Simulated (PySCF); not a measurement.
# Radial density of Zn(2+) (zinc, charge +2)

BHandHLYP, [Ar] 3d10, closed-shell 1S. All numbers are calculated (PySCF 2.14, the spin-free X2C one-electron Hamiltonian (Gaussian nucleus), in aug-cc-pVQZ-DK).

| r (bohr) | 4πr²ρ (e/bohr) |
| --- | --- |
| 0.000858 | 0.2699 |
| 0.00144 | 0.6715 |
| 0.00243 | 1.636 |
| 0.00408 | 3.857 |
| 0.00687 | 8.579 |
| 0.0116 | 17.23 |
| 0.0194 | 29.03 |
| 0.0327 | 36.60 |
| 0.0550 | 32.00 |
| 0.0925 | 30.92 |
| 0.156 | 42.00 |
| 0.262 | 26.67 |
| 0.440 | 21.58 |
| 0.740 | 21.01 |
| 1.25 | 5.811 |
| 2.09 | 0.6373 |
| 3.52 | 0.01760 |
| 5.92 | 2.247e-05 |

Densities and radii are taken from the X2C orbitals without a picture-change correction, which distorts them close to the nucleus.
